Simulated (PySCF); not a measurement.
## Low-lying terms of W⁶⁺ (tungsten, charge +6)

Ground state [Xe] 4f14, ¹S. Calculation: PySCF 2.14, in def2-TZVP with the def2 core potential (60 electrons); a scalar-relativistic core potential. Vertical excitation energies in eV without spin-orbit coupling; excited terms of each kind are numbered among those the solver found. Frozen: nothing.

| term | leading excitation | EOM-EE-CCSD |
| --- | --- | --- |
| 1 3P° | 5p → d | 41.858 |
| 1 3F° | 5p → d | 43.372 |
| 1 1D° | 5p → d | 45.590 |
| 1 3D° | 5p → d | 45.693 |
| 1 1F° | 5p → d | 45.916 |
| 1 1P° | 5p → d | 55.186 |
| 1 3S | 5p → p | 66.918 |
| 1 3D | 5p → p | 68.310 |
| 1 1D | 5p → p | 68.755 |
| 1 1P | 5p → p | 69.166 |
| 1 3P | 5p → p | 69.243 |
| 1 1S | 5p → p | 70.611 |
| 1 3G | 5p → f | 82.384 |
| 1 1G | 5p → f | 82.736 |

The spin-orbit splitting of the hole, absent here, rivals or exceeds the spacing of these terms, so the LS terms are model states.

The 4f shell lies in the core potential, so 4f excitations, among the lowest in this ion, cannot appear.

The solver can miss terms.
